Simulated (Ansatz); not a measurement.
Input for Ansatz (a quantum-chemistry and plane-wave program): R-CCSD(T)/def2-SVP on CH5NOSn (SMILES C[O][Sn][NH2]), a point of a torsion scan. Elements past Kr take the def2 small-core potentials; no spin–orbit coupling. The run froze 12 orbitals, filled d shells among them.

Ansatz 0.2 input:
```yaml
crystal:
  periodic: [false, false, false]
  atoms:
    - {symbol: C, position_ang: [-1.84415878, -0.21445317, 0.20479861]}
    - {symbol: O, position_ang: [-0.44988650, -0.17323789, 0.15565089]}
    - {symbol: Sn, position_ang: [1.12265075, 0.81758666, 1.05437667]}
    - {symbol: N, position_ang: [2.45671938, -0.22100054, -0.08187712]}
    - {symbol: H, position_ang: [-2.27178102, 0.48323262, 0.93246986]}
    - {symbol: H, position_ang: [-2.16758699, -1.22589907, 0.46877652]}
    - {symbol: H, position_ang: [-2.24852781, 0.02934986, -0.78227983]}
    - {symbol: H, position_ang: [2.14066925, -0.90743056, -0.75524701]}
    - {symbol: H, position_ang: [3.46636083, -0.18596346, -0.11133461]}
basis:
  gaussian:
    orbitals: def2-SVP
magnetization: {spin_polarized: false}
correlation: {method: ccsd_t, electrons: outside_noble_gas}
scf: {lower_state_search: off}
```

Program output:

```
WARN ansatz: RAYON_NUM_THREADS=1 ignored (pool sized by the plan → 1); use --threads N
Functional definition: HF
these checks for a lower state are left out or cut short: stability, starts, cluster_reference, orbital_swaps, neighbouring_geometries, increment
integrals: 0.11 GiB planned
1019 factors; integrals over basis functions are off by at most 1.4e-3 eV
mean field: 0.26 GiB planned
mean field evaluation 1: about -10425.5653 eV, gradient 4.6e1 eV
mean field evaluation 2: about -10425.6881 eV, gradient 4.6e1 eV
mean field evaluation 4: about -10430.4855 eV, gradient 3.4e0 eV
mean field evaluation 8: about -10430.5481 eV, gradient 1.1e-1 eV
mean field -10430.54815198 eV, -383.3155745056 hartree, gradient 1.5e-6 eV, S^2 0.000000; 0 other end points of the search recorded, 0 dependent functions left out
12 core orbitals not correlated
reference -10430.54815198 eV, -383.3155745056 hartree; 12, 12 occupied and 69, 69 virtual orbitals, 1019 factors
second order -15.62395682 eV of doubles, -0.00000000 eV of singles
coupled cluster: 0.30 GiB planned
cycle   1  -15.98856754 eV  change   -3.6e-1 eV  update   1.2e-1
cycle   2  -16.44055717 eV  change   -4.5e-1 eV  update   4.3e-2
cycle   3  -16.61215156 eV  change   -1.7e-1 eV  update   2.9e-2
cycle   4  -16.61254757 eV  change   -4.0e-4 eV  update   9.8e-3
cycle   5  -16.60391871 eV  change    8.6e-3 eV  update   5.1e-3
cycle   6  -16.60496598 eV  change   -1.0e-3 eV  update   1.9e-3
cycle   7  -16.60463537 eV  change    3.3e-4 eV  update   5.5e-4
cycle   8  -16.60442876 eV  change    2.1e-4 eV  update   1.7e-4
cycle   9  -16.60444716 eV  change   -1.8e-5 eV  update   6.2e-5
cycle  10  -16.60444738 eV  change   -2.2e-7 eV  update   2.3e-5
perturbative correction -0.48033641 eV, -0.0176520373 hartree
Total energy: -10447.63293576 eV, -383.9434287293 hartree
Checks for a lower state left out: stability, starts, cluster_reference, orbital_swaps, neighbouring_geometries, increment
```

The run converged.

Cost: roughly 6 core-seconds.
